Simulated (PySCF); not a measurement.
**C₆ coefficients of unlike pairs at PBE**

Calculated with PySCF 2.14 from the dipole response of each species, C₆(A,B) = (3/π) ∫ α_A(iu) α_B(iu) du, in atomic units, from isotropic polarisabilities. For ions this is the dispersion term alone; charge-induced terms of lower order in 1/R come first.

```
species       configuration                                                                             basis      relativity  α (bohr³)  C₆ (like pair)
 Be(2+)            1s2 (1S)                                                            dyall-av3z (15s9p4d2f)   spin-free X2C    0.05517         0.01203
     Cu  [Ar] 3d10 4s1 (2S)                                                          def2-TZVPPD (6s6p4d2f1g)            none      41.70           233.5
      N   [He] 2s2 2p3 (4S)  aug-cc-pVQZ with one added diffuse shell each of s, p, d, f, g type (7s6p5d4f3g)            none      8.344           28.56
 Mo(3+)       [Kr] 4d3 (4F)                                           aug-cc-pVDZ-PP with ECP28MDF (5s5p4d2f)  core potential      5.941           26.21
```

Estimate C₆ for Mo(3+) with Cu.

The integral gives 59.78. The combination rule 2 C_A C_B / (C_A α_B/α_A + C_B α_A/α_B) gives 56.34 and the geometric mean 78.23.

No spin-orbit coupling is included.

The other pairs:

```tsv
pair	C₆
Cu, Be(2+)	0.7471
N, Cu	72.14
N, Be(2+)	0.3749
Mo(3+), N	26.33
Mo(3+), Be(2+)	0.4402
```
